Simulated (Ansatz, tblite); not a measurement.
Cost and result up the ladder for Na₄H₅ (the lowest doublet isomer of a short search) (9 atoms). Total charge 0; doublet. Geometry: PBE-D4/def2-SVP, loosely relaxed.

```xyz
9

Na   -2.1303   -0.6591    2.4071
Na    0.5183    0.6912    0.8684
Na    0.8072   -0.5755   -3.1594
Na   -1.5584   -1.5084   -1.0553
H     2.3675    1.4002   -0.8496
H    -0.5057    0.5946    2.6299
H     2.8613    1.8827   -0.5009
H     0.2646   -0.1821   -1.0265
H    -2.6246   -1.6435    0.6863
```

Ansatz on 4 threads of Arm Neoverse V1 on a shared host; xTB runs through tblite on one thread. Times are rough, summed over both states, and most runs start from the orbitals of an earlier one. PBE0-D4/def2-TZVP serves as the yardstick here, not as an exact answer. The other state is a singlet.

The xTB rows come from tblite. In the doublet, H5 and H7 lie 0.77 Å apart (atoms count from 1), so H2 has formed as a molecule. The structure comes from a short search, and lower isomers may exist.

Raw xTB energies of ions are shifted by several eV, and xTB has no spin-polarisation term.

```csv
level,functions,wall time,vertical IE (eV),difference from PBE0-D4/def2-TZVP (eV),remarks
GFN1-xTB,26,0.006 s,7.85,3.40,"loose geometry (+1 singlet), loose geometry (doublet)"
GFN2-xTB,21,0.006 s,8.59,4.13,"loose geometry (+1 singlet), loose geometry (doublet)"
PBE-D4/def2-TZVP,158,5 s,4.49,0.04,"loose geometry (+1 singlet), loose geometry (doublet)"
PBE0-D4/def2-TZVP,158,6 s,4.45,0.00,"loose geometry (+1 singlet), loose geometry (doublet)"
r2SCAN-D4/def2-TZVP,158,10 s,4.34,-0.11,"loose geometry (+1 singlet), loose geometry (doublet)"
```
